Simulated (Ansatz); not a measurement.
`CCCCCCCC(C)=O` → `CC(=O)C(C)(C)C(C)(C)C`  (isomerisation)

Calculated with Ansatz (gas phase, PBE0-D4/def2-TZVP geometries, no zero-point term in ΔE). CCSD(T)/CBS adds triple-zeta CCSD(T) − MP2 to the extrapolated MP2 energy (def2 sets, frozen cores). Functionals use def2-TZVPP. Each species was taken in one conformer, which may not be the lowest.

`CCCCCCCC(C)=O`:

Cartesian coordinates in Å:
```
C 1.391 -3.389 -1.346
C 2.171 -2.115 -1.063
C 1.658 -1.326 0.135
C 0.251 -0.776 -0.034
C -0.181 0.083 1.143
C -1.623 0.569 1.071
C -1.941 1.415 -0.167
C -1.005 2.589 -0.320
C -1.145 3.710 0.676
O -0.174 2.624 -1.196
H 0.353 -3.179 -1.614
H 1.834 -3.948 -2.173
H 1.380 -4.045 -0.470
H 3.222 -2.369 -0.894
H 2.154 -1.470 -1.949
H 1.696 -1.961 1.030
H 2.339 -0.489 0.326
H -0.463 -1.599 -0.157
H 0.211 -0.185 -0.956
H -0.054 -0.486 2.071
H 0.496 0.942 1.224
H -2.299 -0.292 1.074
H -1.859 1.141 1.974
H -1.864 0.814 -1.075
H -2.970 1.784 -0.091
H -1.066 3.330 1.698
H -0.378 4.462 0.501
H -2.136 4.165 0.584
```

`CC(=O)C(C)(C)C(C)(C)C`:

```xyz
28

C    -2.620    0.205    0.679
C    -1.201    0.143    1.185
O    -0.982   -0.274    2.297
C    -0.052    0.628    0.287
C     0.905    1.430    1.171
C    -0.568    1.557   -0.813
C     0.657   -0.645   -0.326
C     1.619   -0.237   -1.441
C    -0.369   -1.613   -0.921
C     1.453   -1.402    0.737
H    -2.712   -0.145   -0.349
H    -2.962    1.244    0.693
H    -3.256   -0.381    1.339
H     0.431    2.365    1.480
H     1.816    1.688    0.628
H     1.169    0.881    2.072
H    -1.166    1.044   -1.568
H     0.268    2.037   -1.324
H    -1.180    2.355   -0.387
H     1.098    0.164   -2.313
H     2.180   -1.116   -1.771
H     2.347    0.506   -1.106
H    -1.014   -2.047   -0.152
H    -1.001   -1.138   -1.675
H     0.151   -2.440   -1.410
H     2.312   -0.825    1.085
H     1.837   -2.331    0.305
H     0.840   -1.654    1.602
```

Q: Is it downhill or uphill in electronic energy at CCSD(T)/CBS, and by how much? (An estimate is asked.)

A: Ansatz gave: Downhill: ΔE = -1.7 kcal/mol.

Q: What do these levels give: r2SCAN0-D4, BHLYP-D4, ωB97X-V, r2SCAN0, MP2/def2-QZVPP, HF/CBS(def2)? (Best estimate.)

A: Computed: r2SCAN0-D4 0.2, BHLYP-D4 2.2, ωB97X-V 0.1, r2SCAN0 1.5, MP2/def2-QZVPP -4.3, HF/CBS(def2) 11.2 kcal/mol.

Largest T1 diagnostic among the species: 0.011.

Leaving LDA and LC-ωPBE aside and taking each functional with its dispersion term where it has one, the values, not all of them listed here, spread over 4.4 kcal/mol, from ωB97M-V to B2PLYP. LDA lies −8.7 kcal/mol from PBE without D4. From BLYP to BHLYP (50 % exact exchange), in def2-TZVPP and without D4, ΔE moves by −2.4 kcal/mol. The D4 term adds −6.3 kcal/mol with B3LYP and −3.5 kcal/mol with PBE0; it sums over pairs of atoms, weighted by their polarisabilities, and B3LYP, whose exchange is more repulsive, gets the larger term.

B3LYP here is the variant with VWN-RPA as its local correlation; programs differ in this.
